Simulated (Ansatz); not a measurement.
`C=NB[SeH]` + HCl → `ClB[SeH]` + `C=N` at 700 K and 1 bar (ligand exchange at a B–N bond).

Program: Ansatz. Geometries: PBE0-D4/def2-TZVP. ΔE: electronic, gas phase. CCSD(T)/CBS is the MP2 limit (def2-TZVPP, def2-QZVPP) plus CCSD(T) − MP2 in def2-TZVPP, frozen cores. This one scheme is used for every species. For Se outer-core shells are correlated without core-valence functions, which leaves a few kJ/mol of doubt a bond. Scalar relativity is left out up to krypton. Each species was taken in one conformer, which may not be the lowest.

| species | CCSD(T)/CBS energy (Eh) | H − E (kJ/mol) | S (J/(mol·K)) |
| --- | --- | --- | --- |
| `C=NB[SeH]` | -2520.67685 | 196.5 | 409.3 |
| HCl | -460.38127 | 38.4 | 211.8 |
| `ClB[SeH]` | -2886.53463 | 102.1 | 355.4 |
| `C=N` | -94.52360 | 135.6 | 268.6 |

H − E and S are ideal-gas, rigid-rotor, harmonic terms from PBE0-D4/def2-TZVP, for one conformer and one mirror image of each species. 1 Eh = 2625.50 kJ/mol, R = 8.31446 J/(mol·K).

**Question.** By hand: ΔE, ΔH, ΔS and ΔG.

**Answer.** ΔE = (-2886.53463) + (-94.52360) − (-2520.67685) − (-460.38127) = -0.00011 Eh = -0.3 kJ/mol. Δ(H − E) = 102.1 + 135.6 − 196.5 − 38.4 = 2.8, so ΔH = 2.5 kJ/mol. ΔS = 355.4 + 268.6 − 409.3 − 211.8 = 2.9 J/(mol·K). ΔG = 2.5 − 700 × (2.9)/1000 = 0.5 kJ/mol.

**Question.** By hand: the equilibrium constant, and the temperature at which ΔG would vanish if ΔH and ΔS stayed fixed.

**Answer.** log₁₀ K = −ΔG/(RT ln 10) = 0.0. ΔG = 0 at ΔH/ΔS = 862 K, though so small a ΔH makes that figure unsure.

TΔS isn't small against ΔH here. The sign of ΔG lies within the doubt. A doubt of 5 kJ/mol in ΔE shifts log₁₀ K by 0.4 here. Other conformers and mirror images would add mixing entropy, several J/(mol·K) or more a flexible species. These are equilibria of isolated gas molecules and say nothing of rates. Largest T1 diagnostic: 0.013 (customary marks: 0.02 for closed shells, 0.045 for open ones).
